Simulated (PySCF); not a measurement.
How methods differ on the ionisation energy of Cd²⁸⁺

Cd²⁸⁺ [Ar] 3d2 [3d3/2^2, M_J = 2] → Cd²⁹⁺ [Ar] 3d1 [3d3/2^1, M_J = 3/2], as a difference of total energies. Calculation: PySCF 2.14, in an even-tempered Gaussian basis (16 s from 4.3 bohr⁻², ratio 2.8; 12 p from 5.6 bohr⁻², ratio 2.8; 8 d from 5.6 bohr⁻², ratio 2.8; 3 f from 18 bohr⁻², ratio 3); the two-component X2C-1e Hamiltonian. Correlated levels: [Ne] frozen; the 74 highest virtual spinors dropped. "Screened" scales the spin-orbit matrix elements by Boettger's factors to mimic the two-electron term; Breit and QED terms are absent.

| method | ionisation energy (eV) |
| --- | --- |
| GHF (spin-free) | 1554.6 |
| GMP2 (spin-free) | 1554.4 |
| GHF (screened spin-orbit) | 1558.0 |
| GMP2 (screened spin-orbit) | 1557.9 |

Breit and QED terms and the two-electron picture change are absent.

The spin-free rows relax to the high-spin LS determinant and lack the spin-orbit shift.

The labels give the starting determinants; with spin-orbit coupling the two ends relaxed to ⟨J²⟩ = 6.16, ⟨L²⟩ = 10.83, ⟨S²⟩ = 1.65 and ⟨J²⟩ = 3.75, ⟨L²⟩ = 6.01, ⟨S²⟩ = 0.76.

For comparison: 1558 ± 4 eV (theoretical estimate listed by NIST; NIST Atomic Spectra Database, ionization energies).
